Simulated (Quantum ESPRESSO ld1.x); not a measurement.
The numbers below are computed, except where a source is named.
Species: He. Configuration: 1s1 2s1 (not the ground configuration). Code: ld1.x of Quantum ESPRESSO 7.5. Model: non-relativistic Kohn-Sham, LDA (Slater exchange, Perdew-Wang correlation), spin-polarised, spherical densities, point nucleus; open shells are filled with parallel spins first.

Unscreened Slater integrals over Kohn-Sham orbitals (cm^-1). They are taken over the spin-up orbitals.

integral,value
"F0(2s,2s)",45967
"F0(2s,1s)",63978
"G0(2s,1s)",4306.9
"F0(1s,1s)",264670
